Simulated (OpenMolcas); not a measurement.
**5d6 along the 74-electron sequence**

```
Program             : OpenMolcas
Method              : CASSCF
Basis               : ANO-R2
Scalar Hamiltonian  : X2C, finite nucleus
Spin-orbit coupling : RASSI with atomic mean-field integrals over the reference wave functions, term energies averaged over their components
```

Active space for each ion: 6 electrons in 5 orbitals (5d).

Computed levels in cm-1 above 5D4:

```json
{"Level": "5D3", "Os2+": "4478", "Ir3+": "5820", "Pt4+": "7401", "Au5+": "9196"}
{"Level": "5D1", "Os2+": "7212", "Ir3+": "9068", "Pt4+": "11142", "Au5+": "13403"}
{"Level": "5D0", "Os2+": "7687", "Ir3+": "9560", "Pt4+": "11564", "Au5+": "13638"}
{"Level": "3H6", "Os2+": "18506", "Ir3+": "21163", "Pt4+": "23762", "Au5+": "26420"}
{"Level": "3H5", "Os2+": "18714", "Ir3+": "21314", "Pt4+": "23840", "Au5+": "26420"}
{"Level": "3F3(1)", "Os2+": "22062", "Ir3+": "25310", "Pt4+": "28498", "Au5+": "31741"}
{"Level": "3F2(1)", "Os2+": "23088", "Ir3+": "26419", "Pt4+": "29654", "Au5+": "32946"}
{"Level": "3G5", "Os2+": "27089", "Ir3+": "31789", "Pt4+": "36671", "Au5+": "41821"}
{"Level": "3G4", "Os2+": "28100", "Ir3+": "32566", "Pt4+": "37018", "Au5+": "41572"}
{"Level": "weight of 5D in the lowest level (%)", "Os2+": "89", "Ir3+": "87", "Pt4+": "84", "Au5+": "80"}
```

Mixed levels, with the weight of the term that names them: Os2+ 3H5 (59 %), Os2+ 3F3(1) (60 %), Os2+ 3G5 (59 %), Os2+ 3G4 (69 %), Ir3+ 3H5 (56 %), Ir3+ 3F3(1) (57 %), Ir3+ 3G5 (56 %), Ir3+ 3G4 (66 %), Pt4+ 3H5 (54 %), Pt4+ 3F3(1) (53 %), Pt4+ 3F2(1) (73 %), Pt4+ 3G5 (54 %), Pt4+ 3G4 (64 %), Au5+ 3H5 (52 %), Au5+ 3F3(1) (50 %), Au5+ 3F2(1) (69 %), Au5+ 3G5 (52 %), Au5+ 3G4 (60 %).

The fine-structure level 5D0 changes by a factor of 1.77 from Os2+ to Au5+. Its fourth root runs 9.36, 9.89, 10.37, 10.81, with steps per unit of Z of 0.52, 0.48, 0.44; equal steps would mean a (Z - σ)^4 law with constant σ.

3H6 changes by a factor of 1.43 over the same range, with steps per unit of Z of +2660, +2600, +2660 cm-1.

Without dynamic correlation excited terms often stand tens of per cent too high (terms of higher spin than the ground term too low), and those without a measured partner can miss by more than the paired ones. Configurations with an s electron lie low in 5d ions of this charge, fall among these levels and mix in, so low-spin terms can stand far too high, up to twice their true height, and weights are not those of the real levels (holds for Os2+). Only configurations of the active space appear.

A number in round brackets counts repeated terms of one configuration in the order of the reference energies.
